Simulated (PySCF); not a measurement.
Computed shifts of a molecule CH6ClFOSi2, PBE0/pcSseg-1 run with PySCF, GIAO, gas phase, atoms alike by connectivity averaged where their shifts nearly agree, in ppm (number of nuclei): ¹³C: 55.8 (1). ²⁹Si: 16.3 (1), -71.7 (1). ¹⁹F: -163.2 (1). ¹H: 5.74 (1), 4.16 (3), 4.07 (1), 0.53 (1). References: ¹⁷O against H2O (σ = 334.2 ppm); ¹³C against TMS (σ = 186.3 ppm); ²⁹Si against TMS (σ = 352.7 ppm); ¹⁹F against CFCl3 (σ = 167.2 ppm); ³⁵Cl against HCl (σ = 945.9 ppm); ¹H against TMS (σ = 31.56 ppm), references at their B3LYP-D3(BJ)/def2-TZVP geometries, non-relativistic (without spin–orbit terms, shifts of atoms bonded to Cl or Br come out too high). Geometry: B3LYP-D3(BJ)/def2-SVP. Other conformers were not sampled.

### Question
Pick the molecule that these values belong to.
(A) OC[Si@H](Cl)[SiH2]F
(B) C[Si@H](Cl)[Si@H](O)F
(C) C[SiH2]O[Si@H](F)Cl
(D) O[C@H]([SiH3])[Si@@H](F)Cl

### Answer
D, O[C@H]([SiH3])[Si@@H](F)Cl
